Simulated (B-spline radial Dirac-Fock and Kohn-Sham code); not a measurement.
Method: independent-particle radiative and Coulomb Auger rates from relativistic LDA hole-state orbitals, with Dirac-Fock energies. Computed with a radial atomic solver.

**Question.** A single inner-shell vacancy in a neutral atom gives this computed emission spectrum. Which element, which hole, and which lines?

```
energy (eV)  relative intensity
     5886.5                51.0
     5896.7               100.0
     6486.4                 6.1
     6487.6                12.0
```

**Answer.** Manganese (Z = 25), hole in K (1s). In order of rising energy the lines are Kα2 (K-L2), Kα1 (K-L3), Kβ3 (K-M2), Kβ1 (K-M3).
